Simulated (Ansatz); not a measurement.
Cost against result

Saddle point of AlNH6O2, closed shell (AlH₃O₂ ([OH][AlH][OH]) + NH₃ → AlNH₄O₂ ([NH2][Al]([OH])[OH]) + H₂; bonds formed: H2–H5; dative contacts that become bonds: Al1–N6; bonds broken: Al1–H2, H5–N6), PBE0-D4/def2-TZVP structure:

Al1  (0.289, 0.065, -0.277)
H2  (-0.244, -1.659, -0.146)
O3  (-0.281, 0.688, -1.750)
O4  (1.857, 0.189, 0.361)
H5  (-0.787, -1.120, 0.532)
N6  (-1.016, 0.139, 1.061)
H7  (0.207, 0.744, -2.567)
H8  (2.672, 0.168, -0.133)
H9  (-1.931, 0.529, 0.884)
H10  (-0.766, 0.257, 2.034)
(Å)

Barriers are electronic and count from the start structure reached by relaxing down the imaginary mode.

Ansatz 0.2.0; basis: as named in each row; cores frozen in the correlated methods. B3LYP uses VWN-RPA correlation. Extrapolation: Hartree–Fock as exp(−7.88 √X), correlation as X^−2.97.

Times are rough, for one single point on 4 threads of a shared host (Arm Neoverse V2).

The estimate by CCSD(T) at an estimated basis limit (MP2 extrapolated from triple and quadruple zeta, plus CCSD(T) − MP2 in triple zeta) is 33.90 kcal/mol.

| method | basis | time (s) | barrier (kcal/mol) | method less estimate |
| --- | --- | --- | --- | --- |
| HF | STO-3G | under 1 | 59.10 | 25.20 |
| PBE-D4 | STO-3G | under 1 | 28.83 | -5.07 |
| SPW92 | def2-SVP | under 1 | 24.90 | -9.00 |
| B3LYP-D4 | 6-31G | under 1 | 40.34 | 6.45 |
| PBE-D4 | def2-SVP | under 1 | 27.68 | -6.22 |
| PBE0-D4 | def2-SVP | under 1 | 31.74 | -2.15 |
| SPW92 | def2-TZVPP | under 1 | 24.39 | -9.51 |
| PBE-D4 | def2-TZVPP | 1 | 27.05 | -6.85 |
| BLYP-D4 | def2-TZVPP | 1 | 28.64 | -5.26 |
| BHLYP-D4 | def2-TZVPP | 1 | 35.79 | 1.89 |
| B3LYP-D4 | def2-TZVPP | 2 | 31.39 | -2.51 |
| PBE0-D4 | def2-TZVPP | 2 | 30.66 | -3.24 |
| CAM-B3LYP-D4 | def2-TZVPP | 2 | 32.85 | -1.05 |
| CCSD(T) | def2-SVP | 2 | 36.89 | 2.99 |
| wB97M-V | def2-SVP | 2 | 33.77 | -0.13 |
| r2SCAN-D4 | def2-TZVPP | 3 | 28.65 | -5.24 |
| r2SCAN0-D4 | def2-TZVPP | 3 | 31.53 | -2.36 |
| B2PLYP | def2-TZVPP | 3 | 32.53 | -1.36 |
| PBE-QIDH | def2-TZVPP | 3 | 33.25 | -0.65 |
| RPA on PBE | def2-TZVPP | 3 | 34.02 | 0.13 |
| wB97X-V | def2-TZVPP | 4 | 33.78 | -0.12 |
| wB97M-V | def2-TZVPP | 4 | 33.35 | -0.55 |
| B97M-V | def2-TZVPP | 5 | 32.57 | -1.33 |
| MP2 | def2-QZVPP | 12 | 32.63 | -1.27 |
| CCSD(T) | def2-TZVPP | 58 | 34.23 | 0.33 |

All methods are single points on the PBE0-D4 structures.

T1 diagnostic: at most 0.013.

The step is the kind of exchange with an N–H group that builds nitride films in atomic layer and chemical vapour deposition.

Labels in which every atom is bracketed show which atoms are joined, not bond orders.
